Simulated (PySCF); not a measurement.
# Relaxation of singlet ISN

Computed with PBE0/[S def2-TZVP, N def2-TZVP, I def2-TZVP with ECP28], scalar-relativistic core potentials, density fitting, no spin–orbit coupling, PySCF. A (50,194) grid was used.

A hand-made bent start, of Cs symmetry, held to at least that symmetry:

```xyz
3
charge 0 multiplicity 1, angstrom
S    -1.3169    0.0000   -1.0652
N    -2.5784    0.0000   -0.1819
I     0.6163    0.0000    0.2884
```

Task: What forces act on the atoms at the start (eV/Å)?

Result: 
```
atom     Fx    Fy     Fz
  S1  -4.48  0.00   1.93
  N2   2.89  0.00  -2.64
  I3   1.58  0.00   0.71
```

Task: What does it relax to?

Result: It ends at Cs with S–I 2.549 Å, S–N 1.451 Å; I–S–N 118.4°. A frequency run shows a minimum. Other isomers or separated fragments may lie lower.

Task: How much energy is released, and in how many steps?

Result: 37.8 kJ/mol in 5 steps.
